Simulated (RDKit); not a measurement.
RDKit input (MMFF94):

```python
from rdkit import Chem
from rdkit.Chem import AllChem, rdDetermineBonds

mol = Chem.MolFromXYZFile('mol.xyz')
rdDetermineBonds.DetermineBonds(mol, charge=1)
print('SMILES', Chem.MolToSmiles(Chem.RemoveHs(mol)))
ff = AllChem.MMFFGetMoleculeForceField(mol, AllChem.MMFFGetMoleculeProperties(mol))
e0 = ff.CalcEnergy()
flag = ff.Minimize(maxIts=5000, forceTol=1e-5)
print(f'energy {e0:.4f} -> {ff.CalcEnergy():.4f} kcal/mol, converged: {flag == 0}')
print(Chem.MolToXYZBlock(mol))
```
mol.xyz:
```
19

C     -0.37094200    -1.28834600    -0.92018300
C     -0.51914700    -0.17547400     0.08583600
C     -1.18515400     1.06845900    -0.44159300
C     -1.03277800    -0.62065000     1.43344800
O      0.98218700     0.31718200     0.46628300
C      1.95211300     0.71384200    -0.56919900
H      0.22243500    -2.11707300    -0.53214900
H     -1.36835600    -1.67564900    -1.13548800
H      0.04982900    -0.94255400    -1.86305900
H     -0.77018000     1.39117200    -1.39524400
H     -2.23608300     0.83096100    -0.61457200
H     -1.13892200     1.88375000     0.27855600
H     -2.06582200    -0.94848500     1.31175200
H     -1.02200500     0.19364400     2.15674100
H     -0.47240300    -1.47272700     1.82470200
H      2.20024400    -0.13966800    -1.19335600
H      1.48313900     1.50748000    -1.13812400
H      2.82083200     1.09163700    -0.03803500
H      1.37523800    -0.32692200     1.07814900
```

Output:

```
SMILES C[OH+]C(C)(C)C
energy 28.9313 -> 14.4737 kcal/mol, converged: True
19

C     -0.313101   -1.394251   -0.806166
C     -0.344075   -0.160711    0.107097
C     -1.115252    0.985337   -0.561180
C     -1.065537   -0.532175    1.417717
O      0.985110    0.228071    0.478202
C      1.804931    0.839957   -0.495875
H      0.263542   -2.210433   -0.355532
H     -1.325873   -1.766594   -0.998323
H      0.139836   -1.170751   -1.777961
H     -0.696836    1.240975   -1.541098
H     -2.164688    0.712580   -0.721666
H     -1.095433    1.891840    0.054867
H     -2.098249   -0.846217    1.228235
H     -1.095284    0.318368    2.109321
H     -0.557073   -1.354791    1.934896
H      1.868613    0.234508   -1.402226
H      1.436813    1.841271   -0.732057
H      2.812685    0.943307   -0.081774
H      1.464095   -0.509712    0.937988
```

The dipole moment of an ion depends on the origin.

The geometry given is a B3LYP-D3(BJ)/def2-TZVP minimum.
